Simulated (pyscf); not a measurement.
A first-order saddle from PySCF, ωB97X-D3(BJ)/def2-SVP:

```
C
H 1 1.0992
H 1 1.1021 2 112.88
Al 1 1.8708 2 117.46 3 167.88
H 4 1.6615 1 62.25 2 -68.26
Cl 4 2.1038 5 135.81 1 127.05
```
Charge 0, spin multiplicity 2.

Surface: doublet, charge 0. Lowest wavenumbers (cm⁻¹): 1522i, 152, 264, 487, 557.

Question: Name the species on either side of this saddle.

Answer: •H₂C–AlH–Cl <-> [H₃C–Al–Cl]•, a hydrogen shift read from left to right: Al–H broken and C–H formed. At CCSD(T)/def2-TZVPP + ΔMP2(QZVPP) it lies +162.7 kJ/mol from the left side and +233.0 kJ/mol from the right (each side as separated species at their lowest minima found). One saddle was located; it need not be the lowest between these sides. The CCSD(T) − MP2 part came from Ansatz, without density fitting, on the same reference. A UHF reference is spin-contaminated (<S²> up to 0.87), which harms MP2 most.
